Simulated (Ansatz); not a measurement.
Molecular dynamics of CHBOS₂

Input file:

```yaml
crystal:
  periodic: [false, false, false]
  atoms:
    - { symbol: O, position_ang: [2.139731, 0.391792, 0.639926] }
    - { symbol: C, position_ang: [1.11146, 0.062489, 0.230062] }
    - { symbol: S, position_ang: [0.190128, -2.107668, 0.268747] }
    - { symbol: B, position_ang: [-0.270999, -0.48709, -0.099947] }
    - { symbol: S, position_ang: [-1.833787, 0.394579, -0.592791] }
    - { symbol: H, position_ang: [-1.32192, 1.593862, -0.237918] }
basis:
  gaussian: { orbitals: def2-SVP }
hamiltonian:
  xc: b3lyp
md:
  timestep: 0.5
  n_steps: 100
  ensemble: nvt_langevin
  temperature: 300.0
  initial_velocities: maxwell_boltzmann
  seed: 286016
  friction: 0.001
scf:
  lower_state_search: "off"
```

Run as:

```bash
$ ansatz run input.yaml --threads 1 --pin off --max-ram 2048MiB --backend cpu --events-out ev --progress --plain --runs-dir out
```

It goes on from the last frame of an earlier run, with new velocities.

Output, in part (one step line in 2, the closing report, with atoms numbered from 0):

```
md step     0: t =     0.00 fs  T =   250.0 K  F+E_penalty+E_count = -25439.24247991 eV  E_kin = 0.193890 eV  (16 SCF iters)
md step     2: t =     1.00 fs  T =   220.9 K  F+E_penalty+E_count = -25439.22575575 eV  E_kin = 0.171337 eV  (25 SCF iters)
md step     4: t =     2.00 fs  T =   176.6 K  F+E_penalty+E_count = -25439.19408760 eV  E_kin = 0.136973 eV  (25 SCF iters)
md step     6: t =     3.00 fs  T =   144.9 K  F+E_penalty+E_count = -25439.17034842 eV  E_kin = 0.112365 eV  (25 SCF iters)
md step     8: t =     4.00 fs  T =   141.7 K  F+E_penalty+E_count = -25439.16429256 eV  E_kin = 0.109861 eV  (25 SCF iters)
md step    10: t =     5.00 fs  T =   145.6 K  F+E_penalty+E_count = -25439.16526279 eV  E_kin = 0.112927 eV  (25 SCF iters)
md step    12: t =     6.00 fs  T =   139.5 K  F+E_penalty+E_count = -25439.16075993 eV  E_kin = 0.108168 eV  (25 SCF iters)
md step    14: t =     7.00 fs  T =   112.7 K  F+E_penalty+E_count = -25439.14789320 eV  E_kin = 0.087444 eV  (25 SCF iters)
md step    16: t =     8.00 fs  T =    96.2 K  F+E_penalty+E_count = -25439.13412218 eV  E_kin = 0.074572 eV  (25 SCF iters)
md step    18: t =     9.00 fs  T =    81.8 K  F+E_penalty+E_count = -25439.12587142 eV  E_kin = 0.063431 eV  (17 SCF iters)
md step    20: t =    10.00 fs  T =    86.4 K  F+E_penalty+E_count = -25439.12967300 eV  E_kin = 0.066992 eV  (17 SCF iters)
md step    22: t =    11.00 fs  T =   107.0 K  F+E_penalty+E_count = -25439.14326620 eV  E_kin = 0.082988 eV  (25 SCF iters)
md step    24: t =    12.00 fs  T =   123.4 K  F+E_penalty+E_count = -25439.15884195 eV  E_kin = 0.095668 eV  (25 SCF iters)
md step    26: t =    13.00 fs  T =   132.9 K  F+E_penalty+E_count = -25439.16881344 eV  E_kin = 0.103095 eV  (25 SCF iters)
md step    28: t =    14.00 fs  T =   130.3 K  F+E_penalty+E_count = -25439.16905560 eV  E_kin = 0.101070 eV  (25 SCF iters)
md step    30: t =    15.00 fs  T =   135.4 K  F+E_penalty+E_count = -25439.16934374 eV  E_kin = 0.105002 eV  (25 SCF iters)
md step    32: t =    16.00 fs  T =   152.7 K  F+E_penalty+E_count = -25439.17998281 eV  E_kin = 0.118432 eV  (25 SCF iters)
md step    34: t =    17.00 fs  T =   176.6 K  F+E_penalty+E_count = -25439.19591150 eV  E_kin = 0.136956 eV  (25 SCF iters)
md step    36: t =    18.00 fs  T =   175.3 K  F+E_penalty+E_count = -25439.20098354 eV  E_kin = 0.135931 eV  (25 SCF iters)
md step    38: t =    19.00 fs  T =   156.5 K  F+E_penalty+E_count = -25439.18968457 eV  E_kin = 0.121364 eV  (24 SCF iters)
md step    40: t =    20.00 fs  T =   131.0 K  F+E_penalty+E_count = -25439.16926683 eV  E_kin = 0.101625 eV  (24 SCF iters)
md step    42: t =    21.00 fs  T =   115.4 K  F+E_penalty+E_count = -25439.15438442 eV  E_kin = 0.089505 eV  (17 SCF iters)
md step    44: t =    22.00 fs  T =   112.7 K  F+E_penalty+E_count = -25439.15492240 eV  E_kin = 0.087415 eV  (16 SCF iters)
md step    46: t =    23.00 fs  T =   133.8 K  F+E_penalty+E_count = -25439.16945159 eV  E_kin = 0.103808 eV  (24 SCF iters)
md step    48: t =    24.00 fs  T =   156.8 K  F+E_penalty+E_count = -25439.18704474 eV  E_kin = 0.121571 eV  (25 SCF iters)
md step    50: t =    25.00 fs  T =   165.8 K  F+E_penalty+E_count = -25439.19633611 eV  E_kin = 0.128595 eV  (25 SCF iters)
md step    52: t =    26.00 fs  T =   164.9 K  F+E_penalty+E_count = -25439.19127398 eV  E_kin = 0.127923 eV  (25 SCF iters)
md step    54: t =    27.00 fs  T =   146.6 K  F+E_penalty+E_count = -25439.17952380 eV  E_kin = 0.113683 eV  (25 SCF iters)
md step    56: t =    28.00 fs  T =   146.1 K  F+E_penalty+E_count = -25439.18006692 eV  E_kin = 0.113331 eV  (17 SCF iters)
md step    58: t =    29.00 fs  T =   172.1 K  F+E_penalty+E_count = -25439.20160677 eV  E_kin = 0.133446 eV  (25 SCF iters)
md step    60: t =    30.00 fs  T =   218.9 K  F+E_penalty+E_count = -25439.23361962 eV  E_kin = 0.169793 eV  (25 SCF iters)
md step    62: t =    31.00 fs  T =   238.7 K  F+E_penalty+E_count = -25439.25401310 eV  E_kin = 0.185151 eV  (25 SCF iters)
md step    64: t =    32.00 fs  T =   234.1 K  F+E_penalty+E_count = -25439.25314383 eV  E_kin = 0.181544 eV  (25 SCF iters)
md step    66: t =    33.00 fs  T =   216.8 K  F+E_penalty+E_count = -25439.23620447 eV  E_kin = 0.168117 eV  (25 SCF iters)
md step    68: t =    34.00 fs  T =   190.9 K  F+E_penalty+E_count = -25439.21707589 eV  E_kin = 0.148069 eV  (25 SCF iters)
md step    70: t =    35.00 fs  T =   183.8 K  F+E_penalty+E_count = -25439.20652947 eV  E_kin = 0.142536 eV  (25 SCF iters)
md step    72: t =    36.00 fs  T =   181.1 K  F+E_penalty+E_count = -25439.20722282 eV  E_kin = 0.140449 eV  (25 SCF iters)
md step    74: t =    37.00 fs  T =   192.8 K  F+E_penalty+E_count = -25439.21232397 eV  E_kin = 0.149554 eV  (25 SCF iters)
md step    76: t =    38.00 fs  T =   190.1 K  F+E_penalty+E_count = -25439.20940301 eV  E_kin = 0.147447 eV  (25 SCF iters)
md step    78: t =    39.00 fs  T =   169.8 K  F+E_penalty+E_count = -25439.19534106 eV  E_kin = 0.131696 eV  (25 SCF iters)
md step    80: t =    40.00 fs  T =   155.3 K  F+E_penalty+E_count = -25439.18002170 eV  E_kin = 0.120420 eV  (25 SCF iters)
md step    82: t =    41.00 fs  T =   150.8 K  F+E_penalty+E_count = -25439.17552213 eV  E_kin = 0.116952 eV  (25 SCF iters)
md step    84: t =    42.00 fs  T =   162.5 K  F+E_penalty+E_count = -25439.18476324 eV  E_kin = 0.126045 eV  (25 SCF iters)
md step    86: t =    43.00 fs  T =   181.1 K  F+E_penalty+E_count = -25439.19688158 eV  E_kin = 0.140481 eV  (25 SCF iters)
md step    88: t =    44.00 fs  T =   196.8 K  F+E_penalty+E_count = -25439.20380308 eV  E_kin = 0.152668 eV  (25 SCF iters)
md step    90: t =    45.00 fs  T =   191.2 K  F+E_penalty+E_count = -25439.20625713 eV  E_kin = 0.148265 eV  (25 SCF iters)
md step    92: t =    46.00 fs  T =   197.2 K  F+E_penalty+E_count = -25439.21156675 eV  E_kin = 0.152945 eV  (25 SCF iters)
md step    94: t =    47.00 fs  T =   208.0 K  F+E_penalty+E_count = -25439.22357240 eV  E_kin = 0.161343 eV  (25 SCF iters)
md step    96: t =    48.00 fs  T =   220.1 K  F+E_penalty+E_count = -25439.23997935 eV  E_kin = 0.170682 eV  (25 SCF iters)
md step    98: t =    49.00 fs  T =   234.4 K  F+E_penalty+E_count = -25439.25298567 eV  E_kin = 0.181822 eV  (25 SCF iters)
md step   100: t =    50.00 fs  T =   227.1 K  F+E_penalty+E_count = -25439.25274747 eV  E_kin = 0.176110 eV  (24 SCF iters)
Total energy: -25439.25294048 eV, -934.8753022177 hartree
Atom 0 at     2.150226     0.437081     0.656644 Å, force     1.476600     0.458229     0.568386 eV/Å
Atom 1 at     1.079732     0.127613     0.448521 Å, force    -1.646763    -0.254244    -0.814725 eV/Å
Atom 2 at     0.183540    -2.042878     0.239145 Å, force     0.398387    -1.223900     0.237444 eV/Å
Atom 3 at    -0.290463    -0.430201     0.020319 Å, force    -0.063789     0.508323     0.040225 eV/Å
Atom 4 at    -1.803875     0.305870    -0.611819 Å, force    -0.024361     0.505180     0.000265 eV/Å
Atom 5 at    -1.374978     1.591885    -0.552988 Å, force    -0.140073     0.006411    -0.031594 eV/Å
Dipole moment:     0.071491     0.551126     0.016083 e Å
```

All steps were run. The mean temperature of the second half is 37 % below the set value. A run of 0.05 ps of so small a system gives no equilibrium averages.

The same pairs are bonded in the first frame and the last. Pairs count as bonded within 1.25 times the sum of covalent radii (0.12 Å more for H–H).

Last frame:

```xyz
6
Properties=species:S:1:pos:R:3
O 2.150 0.437 0.657
C 1.080 0.128 0.449
S 0.183 -2.043 0.239
B -0.290 -0.430 0.020
S -1.804 0.306 -0.612
H -1.375 1.592 -0.553
```

The run took 2.2 min on 1 thread of Intel(R) Xeon(R) 6975P-C (Granite Rapids), on a shared host, peak memory 0.16 GiB.
